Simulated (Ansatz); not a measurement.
Total energies of CH5GaOS, SMILES `C[O][GaH][SH]`.

Cartesian coordinates in Å:
```
C -1.343 -0.057 0.034
O -0.366 -1.049 -0.140
Ga 1.387 -0.739 -0.149
S 2.062 1.336 0.127
H -1.311 0.705 -0.756
H -2.328 -0.530 -0.002
H -1.254 0.452 1.002
H 2.340 -1.940 -0.353
H 0.813 1.822 0.236
```

The species carries charge 0 and has multiplicity 1. Correlated methods include outer-core shells of Ga, which these sets cover unevenly. Scalar relativity is left out up to krypton. All single points use the PBE0-D4/def2-TZVP geometry. It is one conformer, not always the lowest. Basis def2-TZVPP, Ansatz 0.2.0.

RPA on PBE orbitals: Hartree–Fock energy of these orbitals -2436.46331 Eh, correlation -1.32518 Eh (frozen core).

```csv
functional,energy without D4 (Eh),D4 term (kJ/mol)
LDA (SPW92),-2434.16519,–
revPBE,-2439.24115,-52.1
r2SCAN,-2439.39457,-4.5
B3LYP,-2439.56636,-30.3
r2SCANh,-2439.37509,-4.8
r2SCAN0,-2439.34755,-5.4
HSE06 (plane-wave form),-2438.95543,-15.0
CAM-B3LYP,-2439.57551,-16.4
ωB97M-V,-2439.31614,–
PBE-QIDH,-2438.53338,–
```

Task: Give the same for PBE, BLYP, B97M-V, PBE0, BHLYP, LC-ωPBE, ωB97X-V, B2PLYP. (An estimate is asked.)

Result: The calculation gave: 
```tsv
functional	energy without D4 (Eh)	D4 term (kJ/mol)
PBE	-2438.89075	-18.7
BLYP	-2439.52293	-40.3
B97M-V	-2439.00212	–
PBE0	-2438.96928	-15.9
BHLYP	-2439.40113	-25.2
LC-ωPBE	-2439.06176	–
ωB97X-V	-2439.21892	–
B2PLYP	-2438.91484	–
```

B3LYP takes the VWN-RPA correlation (the form of Gaussian; ORCA's B3LYP/G). HSE06 is the plane-wave form, built on full-range PBE exchange. The double hybrids freeze the cores in their second-order part.

LC-ωPBE has ω = 0.4 bohr⁻¹.
